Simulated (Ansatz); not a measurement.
Cartesian coordinates in Å:
```
C 0.947 0.580 1.521
Si 0.009 0.026 -0.011
C -0.800 1.506 -0.835
C 1.210 -0.793 -1.205
Al -1.701 -1.604 0.642
F -1.304 -3.011 1.411
F -3.312 -1.391 0.355
H 0.294 1.089 2.234
H 1.411 -0.266 2.033
H 1.741 1.278 1.238
H -1.353 1.213 -1.730
H -0.039 2.234 -1.132
H -1.499 2.007 -0.161
H 0.713 -1.109 -2.125
H 2.001 -0.088 -1.478
H 1.682 -1.670 -0.757
```

Total charge 0; spin multiplicity 1.

(1) List the r2SCAN/def2-TZVPP orbital energies in eV (Ansatz 0.2.0). (Best estimate.)

Results:

(1) Computed: Occupied: -1790.75, -1517.43, -665.16, -665.16, -272.78, -272.78, -272.73, -141.20, -110.91, -96.07, -96.04, -96.04, -71.25, -71.06, -71.01, -29.98, -29.77, -18.87, -17.96, -17.93, -12.24, -11.48, -10.90, -10.70, -10.63, -10.63, -10.21, -10.18, -10.05, -10.02, -9.92, -9.70, -9.44, -7.92, -7.90, -6.73. Lowest empty: -1.61, -0.61, -0.15, 0.92, 1.93, 2.20, 2.35, 2.65.
